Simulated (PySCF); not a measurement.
Predicted microwave data (PBE0/pcSseg-1 in PySCF (dipole) on a GFN2-xTB geometry, gas phase) for one isomer of C5H12NOP:

```
Rotational constants : A = 3557, B = 1151, C = 967.4 MHz
Dipole components    : |μa| = 1.50 D, |μb| = 0.46 D, |μc| = 0.28 D
Inertial defect      : -58.88 u·Å²
κ                    : -0.86
```

Question: Which candidate fits, each taken in the one conformer that was computed?
A. `[CH3:1][P:2]1(=[NH:3])[CH2:4][CH2:5][O:6][CH2:7][CH2:8]1` with C1–P2–C4–C5 162°, P2–C4–C5–O6 -64°, C4–C5–O6–C7 69°, C5–O6–C7–C8 -69°
B. `[CH3:1][O:2]/[CH:3]=[P:4]\[CH2:5][N:6]([CH3:7])[CH3:8]` with C1–O2–C3–P4 178°, C3–P4–C5–N6 176°, P4–C5–N6–C7 164°
C. `[CH3:1][NH:2][P:3]1[CH2:4][CH2:5][O:6][CH2:7][CH2:8]1` with C1–N2–P3–C4 82°, N2–P3–C4–C5 151°, P3–C4–C5–O6 -65°, C4–C5–O6–C7 66°, C5–O6–C7–C8 -66°
D. `[CH3:1][CH2:2][P:3]([NH:4][CH3:5])[C:6]([CH3:7])=[O:8]` with C1–C2–P3–N4 174°, C2–P3–N4–C5 159°, C2–P3–C6–C7 -98°

Answer: C. It is CNP1CCOCC1, an asymmetric top, point group C1. The candidates at the same level (rigid rotor, commonest isotopes):

```tsv
SMILES	A (MHz)	B (MHz)	C (MHz)	μa (D)	μb (D)	μc (D)	Δ (u·Å²)	point group	rotor
CO/C=P\CN(C)C	3393	796.1	700.0	2.27	1.71	0.78	-61.83	C1	near-prolate asymmetric top
CCP(NC)C(C)=O	1968	1389	980.1	0.98	0.14	0.96	-104.96	C1	asymmetric top
CNP1CCOCC1	3557	1151	967.4	1.50	0.46	0.28	-58.88	C1	asymmetric top
CP1(=N)CCOCC1	2806	1374	1257	0.98	0.00	1.85	-145.69	Cs	asymmetric top
```

`CP1(=N)CCOCC1` has C 30 % too high; `CO/C=P\CN(C)C` has B 31 % too low; `CCP(NC)C(C)=O` has A 45 % too low. No structure here is proved a minimum.
